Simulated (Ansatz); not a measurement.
Input file for `C[C](=O)[Al]([CH3])[F]`:

```yaml
crystal:
  periodic: [false, false, false]
  atoms:
    - {symbol: C, position_ang: [-1.713895, -0.968908, -0.003051]}
    - {symbol: C, position_ang: [-1.369500, 0.493813, 0.115472]}
    - {symbol: O, position_ang: [-2.236743, 1.330953, 0.240049]}
    - {symbol: Al, position_ang: [0.560366, 1.132205, 0.073913]}
    - {symbol: C, position_ang: [2.118200, -0.012843, -0.096521]}
    - {symbol: F, position_ang: [0.757986, 2.763864, 0.201146]}
    - {symbol: H, position_ang: [-1.218474, -1.531382, 0.796118]}
    - {symbol: H, position_ang: [-1.321016, -1.364979, -0.946102]}
    - {symbol: H, position_ang: [-2.793678, -1.121961, 0.045374]}
    - {symbol: H, position_ang: [3.048699, 0.558545, -0.119707]}
    - {symbol: H, position_ang: [2.177777, -0.720235, 0.737394]}
    - {symbol: H, position_ang: [2.067279, -0.614075, -1.010286]}
basis:
  gaussian: {orbitals: def2-TZVPP}
correlation: {method: ccsd_t}
```

```sh
$ ansatz run in.yaml --threads 4 --pin off --events-out ev --progress --plain --max-ram 10444MiB
```

Log, shortened:

```
Functional definition: HF
  name "HF"
  cite "Fock, Z. Phys. 61, 126 (1930) doi:10.1007/BF01340294"
  parent pbe
  exchange = exact_x
  correlation = 0
1693 factors; integrals over basis functions are off by at most 9.5e-4 eV
mean field evaluation 1: about -14511.6563 eV, gradient 5.3e1 eV
mean field evaluation 2: about -14511.8653 eV, gradient 5.3e1 eV
mean field evaluation 4: about -14517.7042 eV, gradient 5.7e0 eV
mean field evaluation 8: about -14517.8451 eV, gradient 6.3e-1 eV
mean field evaluation 16: about -14517.8481 eV, gradient 2.2e-6 eV
mean field -14517.84807647 eV, -533.5210762594 hartree, gradient 2.2e-6 eV, S^2 0.000000; 0 other end points of the search recorded, 0 dependent functions left out
10 core orbitals not correlated: weight in the atoms' cores, before any rotation towards them, 1.000 or more for the frozen orbitals, at most 0.000 for the correlated occupied ones
reference -14517.84807647 eV, -533.5210762594 hartree; 17, 17 occupied and 254, 254 virtual orbitals, 1693 factors
second order -28.81985934 eV of doubles, -0.00000000 eV of singles
cycle   1  -28.89037745 eV  change   -7.1e-2 eV  update   1.3e-1
cycle   2  -29.56871030 eV  change   -6.8e-1 eV  update   4.1e-2
cycle   3  -29.75939750 eV  change   -1.9e-1 eV  update   2.2e-2
cycle   4  -29.74655398 eV  change    1.3e-2 eV  update   5.8e-3
cycle   5  -29.74235842 eV  change    4.2e-3 eV  update   2.9e-3
cycle   6  -29.74387928 eV  change   -1.5e-3 eV  update   1.0e-3
cycle   7  -29.74368580 eV  change    1.9e-4 eV  update   4.4e-4
cycle   8  -29.74348575 eV  change    2.0e-4 eV  update   1.6e-4
cycle   9  -29.74352696 eV  change   -4.1e-5 eV  update   7.1e-5
cycle  10  -29.74356798 eV  change   -4.1e-5 eV  update   2.9e-5
perturbative correction -1.15264445 eV, -0.0423589024 hartree
Total energy: -14548.74428890 eV, -534.6564911241 hartree
```

Run time 5.4 min (4 threads of an Arm Neoverse V1 on a shared host); peak host memory 8.4 GiB.

Correlation energy per correlated electron: -0.909 eV. T1 diagnostic: 0.0141.
